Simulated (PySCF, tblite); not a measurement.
Isomers of C4H10SSi, one GFN2-xTB conformer each. Single-point energies are computed at PBE0/pcSseg-1 (PySCF, gas phase, no added dispersion term), electronic only.

| SMILES | GFN2-xTB relative energy (kcal/mol) |
| --- | --- |
| CSC1C[SiH2]C1 | 21.5 |
| CC[SiH]1CSC1 | 23.5 |
| S[SiH2]CC1CC1 | 0.0 |

Conformers: `[CH3:1][S:2][CH:3]1[CH2:4][SiH2:5][CH2:6]1` with C1–S2–C3–C4 174°, S2–C3–C4–Si5 136°, C3–C4–Si5–C6 -11°, C4–Si5–C6–C3 11°, S2–C3–C6–Si5 -134°; `[CH3:1][CH2:2][SiH:3]1[CH2:4][S:5][CH2:6]1` with C1–C2–Si3–C4 -174°; `[SH:1][SiH2:2][CH2:3][CH:4]1[CH2:5][CH2:6]1` with H–S1–Si2–C3 35°, S1–Si2–C3–C4 180°, Si2–C3–C4–C5 -150°.

Problem. What does PBE0/pcSseg-1 give for the same structures?

Solution. 
| SMILES | PBE0/pcSseg-1 E (Eh) | PBE0/pcSseg-1 (kcal/mol) | GFN2-xTB (kcal/mol) | point group |
| --- | --- | --- | --- | --- |
| S[SiH2]CC1CC1 | -845.62149 | 0.0 | 0.0 | C1 |
| CC[SiH]1CSC1 | -845.61992 | 1.0 | 23.5 | C1 |
| CSC1C[SiH2]C1 | -845.59682 | 15.5 | 21.5 | C1 |

Both levels put the same isomer lowest; measured from each level's own lowest isomer, the values differ by up to 22.5 kcal/mol (CC[SiH]1CSC1: 23.5 against 1.0). As drawn, the lowest has a three-membered ring and an S–H bond, which the highest lacks; the highest has a four-membered ring, which the lowest lacks. Neighbours under 2.5 kcal/mol apart (S[SiH2]CC1CC1 and CC[SiH]1CSC1) can change places with a better method, another conformer or zero-point energy.

Problem. Which frontier levels, dipoles and rotational constants go with these structures?

Solution. 
```json
{"SMILES": "S[SiH2]CC1CC1", "HOMO (eV, PBE0/pcSseg-1)": "-7.14", "LUMO (eV)": "0.49", "dipole (D)": "2.39", "A, B, C (MHz)": "7534, 878.1, 840.9"}
{"SMILES": "CC[SiH]1CSC1", "HOMO (eV, PBE0/pcSseg-1)": "-6.16", "LUMO (eV)": "-0.09", "dipole (D)": "2.73", "A, B, C (MHz)": "5547, 1243, 1125"}
{"SMILES": "CSC1C[SiH2]C1", "HOMO (eV, PBE0/pcSseg-1)": "-6.19", "LUMO (eV)": "0.22", "dipole (D)": "1.61", "A, B, C (MHz)": "5852, 1248, 1114"}
```

Problem. What happens when harmonic zero-point energies from GFN2-xTB frequencies are added?

Solution. 
```tsv
SMILES	ZPE (kcal/mol)	electronic (kcal/mol)	with ZPE (kcal/mol)
S[SiH2]CC1CC1	77.7	0.0	0.0
CC[SiH]1CSC1	80.3	1.0	3.6
CSC1C[SiH2]C1	78.6	15.5	16.3
```

The zero-point energies span 2.6 kcal/mol. The order is unchanged.

Problem. As an exercise, what shares would exp(−E/RT) give at 2000 K from these electronic energies alone (no entropy, no degeneracies)?

Solution. RT = 3.974 kcal/mol: S[SiH2]CC1CC1 55.5 %, CC[SiH]1CSC1 43.3 %, CSC1C[SiH2]C1 1.1 %.
